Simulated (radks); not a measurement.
Results of a calculation; reference values are marked as such.
Spherical quantum dot in the effective-mass picture: electrons in a well V = -V0 / (1 + exp((r - R)/a)) with V0 = 11.1, R = 2.32, a = 0.26, with a point charge +2 (a donor) at the centre, all in effective atomic units (hartree* = m*/eps^2 hartree, bohr* = eps/m* bohr), one dielectric constant everywhere. Level of theory: non-relativistic Kohn-Sham, LDA (Slater exchange, Perdew-Wang correlation), spin-polarised, spherical densities (a radial shooting solver with Libxc functionals). Levels are named by radial order and angular momentum (1s, 1p, 1d, 2s, ...), and open shells are averaged over m.

N = 5, configuration 1s2 1p(up 3, down 0). This is the lowest configuration that the search found. Occupied and some empty levels:

level,occupation,eigenvalue (hartree*),<r> (bohr*)
1s up,1,-9.2289,0.8440
1s down,1,-9.0826,0.8225
1p up,3,-7.6282,1.329
1p down,0,-7.4258,1.333
2s up,0,-6.8233,1.268
2s down,0,-6.6823,1.287
1d up,0,-6.3377,1.524
1d down,0,-6.1426,1.533
1f up,0,-4.9242,1.665
1f down,0,-4.7456,1.676

Energy (hartree*): total -50.2321, kinetic 8.0691, external -65.450, Hartree 9.9036, exchange-correlation -2.7551.

Electron density:

r (bohr*),n(r) (e/bohr*^3)
0.111,2.380
0.296,1.232
0.481,0.7177
0.666,0.4780
0.851,0.3532
1.04,0.2723
1.22,0.2050
1.41,0.1430
1.59,0.08846
1.78,0.04665
1.96,0.02046
2.15,0.007305
2.33,0.002135
